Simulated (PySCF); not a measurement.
`FC1(F)[C@@H]2[C@@H](Cl)C[C@@H]21`, C5H5ClF2

Geometry:
| atom | x (Å) | y (Å) | z (Å) |
| --- | --- | --- | --- |
| F1 | 1.325 | 1.220 | 1.145 |
| C2 | 1.288 | 0.602 | -0.052 |
| F3 | 2.433 | 0.879 | -0.701 |
| C4 | 0.035 | 0.503 | -0.853 |
| C5 | -1.136 | 0.389 | 0.115 |
| Cl6 | -2.675 | 0.075 | -0.706 |
| C7 | -0.499 | -0.874 | 0.729 |
| C8 | 0.676 | -0.740 | -0.235 |
| H9 | -0.029 | 0.832 | -1.876 |
| H10 | -1.291 | 1.238 | 0.782 |
| H11 | -1.089 | -1.768 | 0.550 |
| H12 | -0.247 | -0.803 | 1.786 |
| H13 | 1.206 | -1.553 | -0.702 |

Theory: PySCF, TDDFT LC-wPBE/aug-cc-pVDZ circular dichroism and optical rotation, one conformer, gas phase. Geometry: GFN2-xTB.

Stereocentres: C4 R, C5 S, C8 S.

(1) What is the specific rotation at 633, 589.3, 546, 436, 405, 365, 355 nm?

(2) And for the mirror image at 589.3 nm?

(3) What is the molar rotation [Φ] = [α]·M/100 of the geometry above at 589.3 nm?

## Answers

(1) [α] in deg dm⁻¹ (g/mL)⁻¹:
| λ (nm) | origin-invariant length gauge | modified velocity gauge | length gauge (centre of mass) | isotropic polarisability (au) |
| --- | --- | --- | --- | --- |
| 633 | -15.1 | -14.9 | -15.8 | 68.2 |
| 589.3 | -17.8 | -17.6 | -18.6 | 68.3 |
| 546 | -21.3 | -21.1 | -22.2 | 68.6 |
| 436 | -37.5 | -37.2 | -38.9 | 69.5 |
| 405 | -45.6 | -45.4 | -47.3 | 69.9 |
| 365 | -61.2 | -61.0 | -63.3 | 70.6 |
| 355 | -66.5 | -66.2 | -68.7 | 70.8 |

(2) +17.8 deg dm⁻¹ (g/mL)⁻¹ (origin-invariant length gauge): the same size and the opposite sign.

(3) With M = 138.54 g/mol, -24.7 deg cm² dmol⁻¹ (origin-invariant length gauge).

The first excitation lies at 7.50 eV (165 nm) with R = -0.3 × 10⁻⁴⁰ esu² cm² (velocity form).
